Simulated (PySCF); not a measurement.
NMR data sheet: C$_{2}$H$_{11}$NO$_{2}$Si$_{3}$

```yaml
Formula: C2H11NO2Si3
SMILES: C=CO[Si@](O)([SiH3])N[SiH3]
Point_group_of_the_computed_structure: C1
Degrees_of_unsaturation: 1
Carbon_signals: 2
Proton_signals: 7
```

Numbering as in the mapped SMILES `[CH2:1]=[CH:2][O:3][Si@:4]([OH:5])([SiH3:6])[NH:7][SiH3:8]`. Hydrogens are named by the atom that carries them. Ha(C1) is cis to O3; Hb(C1) is trans to O3.

[PySCF 2.14.0 with density-fitted response routines: NMR shieldings at PBE0/pcSseg-1/GIAO; GFN2-xTB structure; non-relativistic Hamiltonian; equivalent nuclei averaged; a single conformation; no solvent]

Scale: ¹H (σ = 31.72 ppm), ¹³C (σ = 186.93 ppm), ²⁹Si (σ = 349.16 ppm) against TMS; ¹⁵N (σ = 267.73 ppm) against NH3; H2O for ¹⁷O (σ = 336.08 ppm) (reference shieldings calculated alike).

| carbon | δC, type | δH (multiplicity) | HMBC from (2–3 bonds) | span of the C tensor (ppm) |
| --- | --- | --- | --- | --- |
| C1 | 101.4, CH2 | Hb(C1) 4.62 (m); Ha(C1) 5.20 (m) | H(C2) | 178 |
| C2 | 153.7, CH | 6.52 (m) | Ha(C1), Hb(C1) | 181 |

Other nuclei:
```json
{"atoms": "H(Si8)", "nucleus": "¹H", "environment": "hydrogen on a silicon bonded to N", "δ (ppm)": "4.75", "σ (ppm)": "26.97"}
{"atoms": "H(Si6)", "nucleus": "¹H", "environment": "hydrogen on a silicon bonded to Si", "δ (ppm)": "3.22", "σ (ppm)": "28.50"}
{"atoms": "H(O5)", "nucleus": "¹H", "environment": "hydrogen on an oxygen bonded to Si", "δ (ppm)": "2.11", "σ (ppm)": "29.61"}
{"atoms": "H(N7)", "nucleus": "¹H", "environment": "hydrogen on a nitrogen bonded to 2 Si", "δ (ppm)": "0.56", "σ (ppm)": "31.15"}
{"atoms": "Si4", "nucleus": "²⁹Si", "environment": "silicon bonded to N, 2 O, Si", "δ (ppm)": "-29.8", "σ (ppm)": "378.9"}
{"atoms": "Si8", "nucleus": "²⁹Si", "environment": "silicon bonded to N, 3 H", "δ (ppm)": "-60.8", "σ (ppm)": "410.0"}
{"atoms": "Si6", "nucleus": "²⁹Si", "environment": "silicon bonded to Si, 3 H", "δ (ppm)": "-128.6", "σ (ppm)": "477.7"}
{"atoms": "N7", "nucleus": "¹⁵N", "environment": "nitrogen bonded to 2 Si, H", "δ (ppm)": "26.1", "σ (ppm)": "241.7"}
{"atoms": "O3", "nucleus": "¹⁷O", "environment": "oxygen bonded to C, Si", "δ (ppm)": "156.6", "σ (ppm)": "179.5"}
{"atoms": "O5", "nucleus": "¹⁷O", "environment": "oxygen bonded to Si, H", "δ (ppm)": "68.4", "σ (ppm)": "267.6"}
```

- Carbon types of the structure: 1 × CH, 1 × CH2, leaving 8 H on heteroatoms.
- δC 153.7: alkene carbon bearing oxygen; an sp2 carbon further deshielded by the attached heteroatom.
- δC 101.4: β carbon of an enol-ether or enamine type C=C; the O or N lone pair pushes π density onto this β carbon and shields it.
- δH 5.20, 4.62: hydrogen on a β carbon of an enol-ether or enamine type C=C.
- δH 2.11: hydrogen on an oxygen bonded to Si; exchangeable, gas-phase position.
- δH 0.56: hydrogen on a nitrogen bonded to 2 Si; exchangeable; this is the value without hydrogen bonding to other molecules.

OH and NH positions are those of a molecule without intermolecular hydrogen bonds; in solution they move with solvent, concentration and temperature, and exchange usually removes their couplings. Shifts are as computed. Against solution values, carbons near 30 ppm lie about +3 ppm off and those near 130 ppm about +5 ppm. Of 1211 compounds with measured shifts, 218 miss one by over three times the rms of a fit or turn the order of signals round; such compounds aren't used in these exercises. Experimental scales use liquid or dissolved standards, which lie at an offset from isolated NH3 (liquid NH3: subtract about 20 ppm) and H2O (liquid H2O: subtract about 36 ppm). No couplings were computed; multiplicities are counted from neighbouring protons, with m where these are inequivalent, close in shift, in a saturated or five-membered ring or joined by F or P, and br s for small geminal =CH2 splittings.
